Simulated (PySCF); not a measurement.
C₄H₉B.
Atom-mapped SMILES: `[BH2:1]/[C:2]([CH3:3])=[CH:4]\[CH3:5]` (hydrogens: H6, H7 on B1; H8, H9, H10 on C3; H11 on C4; H12, H13, H14 on C5)

Method: PySCF 2.14.0, PBE0-D3(BJ)/def2-SVP geometry optimisation, gas phase; density fitting, grid level 1; the optimiser is geomeTRIC in internal coordinates, started from a GFN2-xTB structure with every atom displaced at random (about 0.01 Å).

Step 0: E = -4960.2722 eV
```
atom  x, y, z in Å  |  force x, y, z in eV/Å
B1      0.2582   -1.6570   -0.5978   -1.112   1.893   0.031
C2      0.3979   -0.2162   -0.0177    1.640  -1.287   0.321
C3      1.6663    0.0769    0.7196    0.295   0.216   0.559
C4     -0.4663    0.7804   -0.1112   -3.085   0.348  -1.283
C5     -1.8272    0.7430   -0.7975    0.975   0.908   0.713
H6     -0.7163   -1.9531   -1.1996   -0.494  -0.316  -0.337
H7      1.1079   -2.4144   -0.4509    1.211  -1.129   0.227
H8      1.8083   -0.6028    1.5669    0.000  -0.205   0.199
H9      1.7108    1.1035    1.1288   -0.022  -0.107  -0.147
H10     2.5371   -0.0752    0.0836    0.394   0.001  -0.286
H11    -0.2841    1.7381    0.3533    0.448   0.549   0.328
H12    -2.6046    0.9784   -0.0565   -0.119   0.041   0.055
H13    -1.8883    1.5330   -1.5689    0.014  -0.106   0.048
H14    -2.0495   -0.2094   -1.2351   -0.145  -0.809  -0.428
```

Step 1: E = -4960.4524 eV
```
atom  x, y, z in Å  |  force x, y, z in eV/Å
B1      0.2119   -1.6083   -0.6020    0.329  -0.217   0.068
C2      0.4130   -0.2168    0.0248   -0.343   0.175   0.049
C3      1.7052    0.0841    0.7400    0.065   0.020  -0.108
C4     -0.5495    0.7455   -0.0457    0.459   0.158  -0.129
C5     -1.8219    0.7397   -0.8097   -0.184  -0.393   0.214
H6     -0.8248   -1.9787   -1.0965   -0.035   0.047  -0.038
H7      1.1452   -2.3957   -0.5688   -0.190   0.073  -0.050
H8      1.9025   -0.6285    1.5532   -0.016  -0.072   0.072
H9      1.7252    1.0998    1.1647   -0.001   0.006   0.001
H10     2.5567   -0.0103    0.0425   -0.040   0.028   0.059
H11    -0.3249    1.7095    0.4489   -0.077  -0.124  -0.036
H12    -2.6565    1.0763   -0.1760   -0.055   0.038   0.037
H13    -1.7595    1.4587   -1.6370    0.017   0.122  -0.154
H14    -2.0725   -0.2505   -1.2215    0.070   0.141   0.016
```

Question: Estimate the geometry and energy of step 2. (The exact step hangs on the optimiser's Hessian estimate; all steps are aligned on step 1, rigid shifts and turns removed.)

Answer: E = -4960.4657 eV, largest force 0.170 eV/Å
```
atom  x, y, z in Å  |  force x, y, z in eV/Å
B1      0.2212   -1.5924   -0.6187   -0.005   0.037   0.004
C2      0.4251   -0.1983    0.0091   -0.002  -0.029   0.168
C3      1.7059    0.0813    0.7538    0.052   0.041  -0.066
C4     -0.5225    0.7726   -0.0781    0.066  -0.084  -0.124
C5     -1.8244    0.7146   -0.7934   -0.077   0.046   0.026
H6     -0.8250   -1.8923   -1.1433    0.048  -0.099  -0.033
H7      1.1143   -2.4150   -0.5833   -0.065   0.045  -0.007
H8      1.8668   -0.6400    1.5713   -0.028  -0.002  -0.002
H9      1.7293    1.0949    1.1840    0.004   0.003   0.011
H10     2.5742   -0.0215    0.0821    0.016   0.006   0.021
H11    -0.3024    1.7444    0.3938   -0.018  -0.036   0.006
H12    -2.6452    1.0627   -0.1441    0.024   0.007   0.005
H13    -1.8024    1.4048   -1.6547   -0.037   0.011  -0.006
H14    -2.0648   -0.2908   -1.1615    0.022   0.054  -0.003
```

The energy changes by -0.0133 eV. The first-order estimate −F·Δx gives -0.0323 eV and the mean of the old and new forces, exact on a quadratic surface, -0.0127 eV. The step makes an angle of 80° with the force vector and moves no atom by more than 0.098 Å.

The cost below is that of the whole optimisation. On one thread, Arm Neoverse V2 (aarch64), shared host, this took 42 s and 0.49 GiB of memory at its peak.
